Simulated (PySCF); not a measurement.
Dipole response of Sb⁺ (antimony, charge +1)

[Kr] 4d10 5s2 5p2, high-spin 3P determinant. All numbers are calculated (PySCF 2.14, scalar relativity through the core potential, in aug-cc-pVQZ-PP with ECP28MDF (7s7p5d3f2g, 92 functions)). Coupled (time-dependent) response in atomic units; α is the mean over directions.

```csv
method,mean α (bohr³),"α xx, yy, zz",C₆ (like pair),S(−4)
LC-wPBE,24.73,"23.05, 25.57, 25.57",200.6,156.4
```

S(−4) is the Cauchy moment in α(ω) = α(0) + S(−4) ω² + …

Spin-orbit coupling is absent.

α(iu) at LC-wPBE:

| u (hartree) | α(iu) (bohr³) |
| --- | --- |
| 0 | 24.73 |
| 0.0500 | 24.34 |
| 0.100 | 23.27 |
| 0.200 | 19.87 |
| 0.300 | 16.15 |
| 0.500 | 10.47 |
| 0.750 | 6.589 |
| 1.00 | 4.579 |
| 1.50 | 2.689 |
| 2.00 | 1.826 |
| 3.00 | 1.028 |
| 5.00 | 0.4579 |

A single London oscillator, α(iu) = α/(1 + u²/ω²), gives C₆ = (3/4) ω α². Matching the computed C₆ needs ω = 4 × 200.6 / (3 × 24.73²) = 0.437 hartree.

For an ion, C₆ is the dispersion term alone; charge-induced terms of lower order in 1/R come first.

The components differ because the open shell of this determinant is not spherical; for a pure term their mean is the scalar polarisability.

Energies and moments cover only the electrons outside the core potential.
